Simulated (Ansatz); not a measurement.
Total energies of SbH2Br from Ansatz at PBE-D4/def2-TZVP, gas phase (1 Eh = 27.2114 eV = 2625.5 kJ/mol). The reference geometry is relaxed at r2SCAN-D4/def2-TZVP.

```xyz
4

Sb   -0.602    0.088   -0.564
H     0.832   -0.714   -1.051
H    -0.830   -1.084    0.666
Br    0.599    1.710    0.949
```

```
                 state   geometry  energy (Eh)
      charge 0 singlet  reference  -2815.24224
      charge 1 doublet  reference  -2814.89504
free Sb atom (quartet)          –   -240.20743
 free H atom (doublet)          –     -0.49962
free Br atom (doublet)          –  -2573.72072
```

In the def2 sets Sb takes a core potential; there is no spin–orbit coupling.

**Question.** Work out the vertical ionisation energy to the doublet.

**Answer.** E(charge 1 doublet) − E(charge 0 singlet) = -2814.89504 − (-2815.24224) = 0.34720 Eh = 9.45 eV. For comparison, −ε of the highest occupied level is 6.44 eV at this level, 3.01 eV less.

**Question.** What is the binding energy per atom against free atoms?

**Answer.** Atoms: 1 × (-240.20743) + 2 × (-0.49962) + 1 × (-2573.72072) = -2814.92739 Eh. Binding: -2814.92739 − (-2815.24224) = 0.31485 Eh = 8.57 eV, or 2.14 eV for each of 4 atoms (no zero-point energy, no counterpoise term).
